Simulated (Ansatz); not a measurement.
Ansatz results at the PBE0-D4/def2-TZVP geometry: LUMO energy (PBE/def2-TZVPP) -3.34 eV; HOMO–LUMO gap (PBE0/def2-TZVPP) 5.55 eV; HOMO energy (ωB97M-V/def2-TZVPP) -10.25 eV.

Each molecule was computed in one conformer, which needn't be the lowest.

Q: Which molecule gave them?
A. `[SH][Zr]([SH])([Cl])[Cl]`
B. `CC[O][Zr]([F])([O]CC)[O]CC`
C. `[OH][Zr]([F])([SH])[Cl]`
D. `C[O][Zr]([SH])([SH])[O]C`

A: A. The others give `C[O][Zr]([SH])([SH])[O]C`: -1.81, 5.98, -9.09; `[OH][Zr]([F])([SH])[Cl]`: -2.41, 6.28, -9.99; `CC[O][Zr]([F])([O]CC)[O]CC`: -0.58, 7.86, -10.11.
